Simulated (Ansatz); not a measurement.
Basis-set extrapolation for `CC[Si](F)(F)F` (PBE0-D4/def2-TZVP geometry, frozen core, Ansatz). Multiplicity 1, RHF reference.

```
                      def2-TZVPP   def2-QZVPP
                 HF  -666.314213  -666.342188
    MP2 correlation    -1.210357    -1.315533
CCSD(T) correlation    -1.277264      not run
```

Energies in hartree. Use E(X) = E(∞) + A·exp(−7.88·√X) for Hartree–Fock and E(X) = E(∞) + B·X^(−2.97) for correlation, with X = 3 and 4, and add CCSD(T) minus MP2 of the smaller set to the MP2 limit.

Problem. What is the CCSD(T) energy at the basis-set limit?

Solution. HF limit: -666.342188 + (-0.027975) × 0.13774 = -666.34604. MP2 limit: -1.315533 + (-0.105176) × 0.74074 = -1.39344. Higher-order term: -1.277264 − (-1.210357) = -0.06691. Total: -667.80639 hartree, 134.9 kcal/mol below CCSD(T)/def2-TZVPP.
